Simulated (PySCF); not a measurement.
CH8SSi2.
Atom-mapped SMILES: `[CH3:1][SiH2:2][S:3][SiH3:4]` (hydrogens: H5, H6, H7 on C1; H8, H9 on Si2; H10, H11, H12 on Si4)

Method used: PySCF 2.14.0, PBE0-D3(BJ)/def2-SVP geometry optimisation, gas phase.

Question: What internal coordinates does the optimisation give?

Answer: 
```csv
bond,length (Å)
C1–Si2,1.869
Si2–S3,2.159
S3–Si4,2.148
"C1–H5, C1–H6, C1–H7",1.101
"Si2–H8, Si2–H9",1.496
"Si4–H10, Si4–H11, Si4–H12",1.493
```

Bonds in one row agree within 0.01 Å and their mean is given. A selection of angles:
```csv
angle,degrees
Si2–C1–H5,110.6
Si2–C1–H7,110.3
H5–C1–H6,108.4
C1–Si2–S3,106.9
C1–Si2–H8,111.4
S3–Si2–H8,109.6
H8–Si2–H9,107.8
Si2–S3–Si4,99.4
S3–Si4–H10,111.1
S3–Si4–H12,106.4
H10–Si4–H11,108.5
H10–Si4–H12,109.8
```

Dihedral angles: C1–Si2–S3–Si4 180° (antiperiplanar).

Si4 (SiH3 silicon) is tetrahedral (angles from 106.4° to 111.2°). Si2 (SiH2 silicon) is tetrahedral (angles from 106.9° to 111.5°). The 4 heavy atoms lie in one plane (0.002 Å rms). S3 (sulfur bonded to 2 Si) is bent (angle 99.4°).

Point group: Cs (every atom within 0.08 Å of its image). Not checked by PBE0-D3(BJ)/def2-SVP frequencies. The numbers are those of one conformer.

On one thread, Arm Neoverse N1 (shared host), this took 30 s wall. These figures are those of the optimisation.
